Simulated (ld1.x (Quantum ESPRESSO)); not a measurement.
Reading a pseudo-wave (Rb)

Columns: radius, all-electron u(r) and pseudo u(r) of the 5p shell (level -2.19 eV) of rubidium in the configuration [Kr] 4d0 5s0.5 5p0; PBEsol, scalar-relativistic, TM scheme, ld1.x (Quantum ESPRESSO) 7.5.

```csv
r (bohr),all-electron,pseudo
0.210,-0.0200,-0.0100
0.420,-0.0879,-0.0365
0.630,-0.0003,-0.0704
0.840,0.0975,-0.1006
1.050,0.1554,-0.1190
1.260,0.1712,-0.1237
1.470,0.1554,-0.1188
1.680,0.1191,-0.1104
1.890,0.0713,-0.1038
2.100,0.0182,-0.1028
2.310,-0.0360,-0.1094
2.520,-0.0887,-0.1255
2.730,-0.1385,-0.1519
2.940,-0.1844,-0.1871
3.150,-0.2261,-0.2263
3.360,-0.2636,-0.2636
3.570,-0.2967,-0.2967
3.780,-0.3257,-0.3257
3.990,-0.3508,-0.3508
4.200,-0.3720,-0.3720
4.410,-0.3898,-0.3898
4.620,-0.4041,-0.4041
4.830,-0.4152,-0.4152
5.040,-0.4232,-0.4232
5.250,-0.4283,-0.4283
5.460,-0.4306,-0.4306
```

(1) How many radial nodes do the two functions have?

(2) At about which radius was the pseudo-wave matched?

(3) Is the pseudo-wave norm-conserving?

## Answers

(1) The all-electron 5p function has n − l − 1 = 3 (the table is too coarse to show those close to the nucleus); the pseudo-wave has 0, since the states of the same l below it are removed with the core.

(2) 3.40 bohr. The columns agree to 0.0005 from 3.15 bohr on; several derivatives are matched, so the curves merge somewhat inside the radius.

(3) Yes: the TM scheme keeps the norm inside the radius equal to the all-electron one, which fixes the energy derivative of the logarithmic derivative at the level.
